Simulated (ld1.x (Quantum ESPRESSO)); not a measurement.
Which change was made? (Mg, ultrasoft)

ld1.x (Quantum ESPRESSO) 7.5 input, shortened:

```
&input
   title='Mg', zed=12., rel=1, dft='PBE', iswitch=3,
   config='[Ne] 3s2 3p0 3d-2'
 /
 &inputp
   pseudotype=3, tm=.true., lloc=-1, rcloc=1.20,
   nlcc=.true.,
   which_augfun='PSQ', rmatch_augfun_nc=.true.
 /
6
2S  1  0   2.00   0.00  0.95  1.20  0.0
3S  2  0   2.00   0.00  0.95  1.20  0.0
2P  2  1   6.00   0.00  1.05  1.15  0.0
3P  3  1   0.00   0.00  1.05  1.15  0.0
3D  3  2  -2.00   0.45  0.80  1.10  0.0
3D  3  2  -2.00   1.75  0.80  1.10  0.0
 &test
   configts(1)='2s2 2p6 3s2 3p0'
 /
```

Cutoffs, loose and tight: the cutoffs (Ry, on a coarse ladder) from which the occupation-weighted sum of valence levels, in a spherical-Bessel basis at the reference potential, stays within 10 and 1 mRy of its value at 400 Ry. They do not see the model core or the augmentation charge, which bear on the density cutoff. Test errors are all-electron minus pseudo excitation energies from the reference, over the configurations 2s2 2p6 3s1 3p0; 2s2 2p6 3s0 3p0; 2s2 2p6 3s1.5 3p0; 2s2 2p6 3s0 3p1; 2s1 2p6 3s2 3p0; 2s2 2p6 3s1 3p1; 2s2 2p5 3s2 3p0; variants that change the core or the reference have their own tests. The largest error is taken over the tests solved by every variant that gives reliable tests at all, those not shown here included: 2s2 2p6 3s0 3p0; 2s2 2p6 3s0 3p1; 2s2 2p6 3s1 3p0; 2s2 2p6 3s1 3p1; 2s2 2p6 3s1.5 3p0.

The base gives: outcome: generated; cutoff, loose: 70 Ry; cutoff, tight: 110 Ry; bound ghosts: none; largest test error (meV): -102.

(1) After one change the result is: outcome: generated, overlap not positive; bound ghosts: not determined (overlap not positive); largest test error (meV): -99. Which change was it?
A. augmentation PSQ, radius 0.55 bohr
B. local potential all-electron potential smoothed inside 1.10 bohr (lloc = -1)
C. local potential all-electron potential smoothed inside 0.84 bohr (lloc = -1)

Results:

(1) C. The others give: augmentation PSQ, radius 0.55 bohr → outcome: generated; cutoff, loose: 70 Ry; cutoff, tight: 110 Ry; bound ghosts: none; largest test error (meV): -0.2 | local potential all-electron potential smoothed inside 1.10 bohr (lloc = -1) → outcome: generated, overlap not positive; bound ghosts: not determined (overlap not positive); largest test error (meV): -104. A file whose overlap is not positive is unfit for use, and its test errors describe a broken file.
